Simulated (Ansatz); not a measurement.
Cl4Ga, charge -1, singlet, at a GFN2-xTB geometry (such geometries of metal compounds can be far from the true shape) (a gas-phase anion, which may not be bound at this level); WB97X/STO-3G run with Ansatz (an electronic-structure program).

Here is a job for Ansatz.
Ansatz 0.2 input:
```yaml
crystal:
  periodic: [false, false, false]
  atoms:
    - {symbol: Ga, position_ang: [0.00000000, 0.00000000, -0.00000000]}
    - {symbol: Cl, position_ang: [1.71278737, -0.59908363, -1.19330116]}
    - {symbol: Cl, position_ang: [0.65537446, 0.49189976, 2.01122558]}
    - {symbol: Cl, position_ang: [-0.93767909, 1.73912871, -0.90149802]}
    - {symbol: Cl, position_ang: [-1.43048275, -1.63194484, 0.08357359]}
basis:
  gaussian:
    orbitals: STO-3G
hamiltonian:
  xc: {name: wB97X}
total_charge: -1
accuracy: high
```

It wrote (shortened):

```
Functional definition: wB97X
1011 factors; integrals over basis functions are off by at most 9.3e-9 eV
243 factors; integrals over basis functions are off by at most 1.1e-9 eV
mean field evaluation 1: about -100939.5387 eV, gradient 4.1e2 eV
mean field evaluation 2: about -101211.8948 eV, gradient 1.0e2 eV
mean field evaluation 4: about -101207.2892 eV, gradient 9.5e1 eV
mean field evaluation 8: about -101243.9655 eV, gradient 9.7e1 eV
mean field evaluation 16: about -101317.0518 eV, gradient 1.5e-2 eV
mean field evaluation 32: about -101302.5936 eV, gradient 5.3e-5 eV
mean field -101317.05183352 eV, -3723.3329797175 hartree, gradient 8.0e-8 eV, S^2 0.000000; 2 other end points of the search recorded, 0 dependent functions left out
reference -101317.05183188 eV, -3723.3329796571 hartree; 50, 50 occupied and 4, 4 virtual orbitals, 1011 factors
Total energy: -101317.05183188 eV, -3723.3329796571 hartree
```
